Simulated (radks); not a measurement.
Problem. These are the eigenvalues of the occupied orbitals of an atom or ion with whole-number occupations (hartree). Method: scalar-relativistic Kohn-Sham, LDA (Slater exchange, VWN5 correlation), spin-polarised, spherical densities, finite nucleus; Fermi nuclear charge, rms radius of each element as measured or else 0.836 A^(1/3) + 0.57 fm; computed with a radial shooting solver on a logarithmic mesh with Libxc functionals.

| orbital | eigenvalue |
|---|---|
| 1s up | -3057.560 |
| 1s down | -3057.559 |
| 2s up | -545.9702 |
| 2s down | -545.9532 |
| 2p up | -471.8424 |
| 2p down | -471.8279 |
| 3s up | -133.1842 |
| 3s down | -133.1752 |
| 3p up | -111.7562 |
| 3p down | -111.7467 |
| 3d up | -89.12899 |
| 3d down | -89.11567 |
| 4s up | -32.95567 |
| 4s down | -32.93786 |
| 4p up | -25.92101 |
| 4p down | -25.90298 |
| 4d up | -17.55978 |
| 4d down | -17.53844 |
| 5s up | -8.98423 |
| 5s down | -8.87694 |
| 4f up | -8.27643 |
| 4f down | -8.24844 |
| 5p up | -6.99902 |
| 5p down | -6.87419 |
| 5d up | -4.63976 |

Which element is it, and in what charge state? The configuration may be excited. Open shells, if any, are filled with parallel spins first.

Solution. Z = 80, mercury, charge +8: Hg8+ in [Xe] 4f14 5d4. The list shows which subshells hold electrons but not how many an open one holds; the 1s level, -3057.6 hartree, gives Z - s = 78.2 by -(Z - s)^2/2, which with screening and relativity narrows Z to a few neighbours, and the depths of the outer levels then fix element, charge and occupations together.
